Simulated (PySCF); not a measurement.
SiHBr₃, SMILES [SiH](Br)(Br)Br.

The structure is a stationary point at B3LYP-D3(BJ)/def2-SVP.

These are SMD-M06-2X/6-31G* run with PySCF values and carry that method's errors.

Solvation free energies are E(SMD) − E(gas) at the gas-phase geometry, for 1 M in both phases. Bromine has the revised SMD18 radius of 2.60 Å. In vacuum the dipole moment is 1.07 D.

**Question.** Estimate the solvation free energies in water, 2-propanol, cyclohexanone. (An estimate is asked for; the answer gives what the named calculation found.)

**Answer.** 
```
solvent        ΔG(solv) (kcal/mol)  its non-electrostatic (CDS) part  dipole (D)
-------------  -------------------  --------------------------------  ----------
water                         -2.1                              -0.6        1.55
2-propanol                    -6.5                              -5.1        1.51
cyclohexanone                 -5.8                              -4.4        1.50
```
